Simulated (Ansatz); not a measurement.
**Worked example: a bond strength in C2F6 (hexafluoroethane)**

C2F6: 8 atoms, total charge 0, spin state singlet. SMILES: `FC(F)(F)C(F)(F)F`. The shape was relaxed beforehand at PBE0/def2-SVP.

```xyz
8

F     1.0615   -0.7642    1.1513
C     0.6596   -0.3955   -0.0546
F     1.5912    0.3629   -0.6105
F     0.4746   -1.4735   -0.7999
C    -0.6596    0.3955    0.0546
F    -0.4733    1.4761    0.7958
F    -1.0641    0.7599   -1.1518
F    -1.5898   -0.3612    0.6151
```

Wanted: the dissociation energy of the C5–C2 bond into doublet CF3 and doublet CF3 (shapes relaxed at PBE0/def2-SVP, no zero-point term). 1 Eh = 2625.50 kJ/mol = 27.2114 eV. Totals in Eh; open shells run unrestricted unless said.

| level | program | C2F6 | doublet CF3 | doublet CF3  |
| --- | --- | --- | --- | --- |
| SVWN5/def2-SVP | Ansatz | -670.341400 | -335.078435 | -335.078435 |
| CAM-B3LYP/def2-SVP | Ansatz | -674.597771 | -337.219659 | -337.219659 |
| CCSD(T)/def2-SVP, 8 core orbitals frozen | Ansatz | -673.238749 | -336.540302 | -336.540302 |

Question: Work out the dissociation energy at each level.

Answer: 
1. SVWN5/def2-SVP: (-335.078435) + (-335.078435) − (-670.341400) = 0.184530 Eh = 484.5 kJ/mol = 5.02 eV.
2. CAM-B3LYP/def2-SVP: (-337.219659) + (-337.219659) − (-674.597771) = 0.158453 Eh = 416.0 kJ/mol = 4.31 eV.
3. CCSD(T)/def2-SVP: (-336.540302) + (-336.540302) − (-673.238749) = 0.158145 Eh = 415.2 kJ/mol = 4.30 eV.

The levels span 415 to 484 kJ/mol; no measured value is set beside them. A bond enthalpy at 298 K also holds the loss of zero-point energy and thermal terms.
